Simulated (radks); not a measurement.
Numerical settings for the gallium ion Ga+, [Ar] 3d10 4s2. All-electron calculation, scalar-relativistic Kohn-Sham, r2SCAN, spin-polarised, spherical densities, finite nucleus; meta-GGA in the generalised Kohn-Sham scheme; Fermi nuclear charge, rms radius 3.9973 fm. Program: a radial shooting solver on a logarithmic mesh with Libxc functionals. The defaults (mesh step 0.008 in ln r, mesh end at 40 bohr or more with all orbitals vanishing there, Anderson mixing 0.5 over 9 steps, residual threshold near 1e-9 with the energy settled to 1e-9 hartree or 1e-11 of itself, here a cap of 100 iterations) give E = -1944.036 hartree and 4s at -16.614 eV in 15 iterations. Run on one thread of a shared host, so times are rough (Arm Neoverse V1): 0.18 s of CPU time, 0.18 s wall, 15 iterations on 2259 mesh points. Changes against that run (0 stands for a change within the tolerance of the run):

setting                    iterations         converged  E (mhartree)  e(4s) (meV)  CPU (s)
mesh step in ln r 0.012            13               yes             0            0     0.11
mesh step in ln r 0.02             13               yes             0     -0.00516     0.07
mesh step in ln r 0.12              2                no      diverged            -     0.01
mesh end (bohr) 12                 15               yes             0            0     0.17
mesh end (bohr) 1                  11  level above zero     +9.32e+04    +6.99e+05      0.1
residual threshold 1e-16          100                no             0            0     0.65
residual threshold 0.001           10               yes             0        +2.12     0.13
mixing 0.01                        37               yes             0      +0.0458     0.42
linear mixing, mixing 0.2          64               yes             0      +0.0336     0.64
linear mixing, mixing 0.8          36                no      diverged            -      0.7
mixing history 3                   16               yes             0        +0.03     0.18
iteration cap 3                     3                no         +69.9    -1.99e+03     0.04

Settled on a wrong energy, with an occupied level pushed above zero by the early mesh end: mesh end (bohr) 1 (+93.2 hartree). Apart from these: no run marked as converged misses the energy by more than 1 mhartree. A mesh that ends early acts as a hard wall.
